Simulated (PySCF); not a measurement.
A structure optimised at PBE-D3(BJ)/def2-SVP, used in a PySCF frequency run:

```
C
H 1 1.1009
I 1 2.0725 2 116.17
I 1 2.0725 2 116.17 3 -157.86
```
Charge 0, spin multiplicity 2.

Problem. Write its SMILES, formula and point group.

Solution. I[CH]I, CHI2, Cs

Problem. What are its rotational constants (standard atomic weights)?

Solution. 33.537, 0.59745, 0.58716 GHz
